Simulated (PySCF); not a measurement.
A structure optimised at PBE-D3(BJ)/def2-SVP, used in a PySCF frequency run:

```xyz
14

N      0.0000     0.0000     1.6853
Si    -1.5816     0.1865     0.9245
Si    -1.1462    -0.2681    -1.3501
Si     1.1462     0.2681    -1.3501
Si     1.5816    -0.1865     0.9245
H      0.0000     0.0000     2.7123
H     -2.5796    -0.7627     1.5415
H     -2.1491     1.5770     1.0972
H     -1.3332    -1.7365    -1.6326
H     -1.9904     0.5355    -2.3023
H      1.9904    -0.5355    -2.3023
H      1.3332     1.7365    -1.6326
H      2.1491    -1.5770     1.0972
H      2.5796     0.7627     1.5415
```

Q: Write its SMILES, formula and point group.

A: N1[SiH2][SiH2][SiH2][SiH2]1, H₉NSi₄, C2

Q: What are its rotational constants (standard atomic weights)?

A: 2.1083, 1.8898, 1.0765 GHz
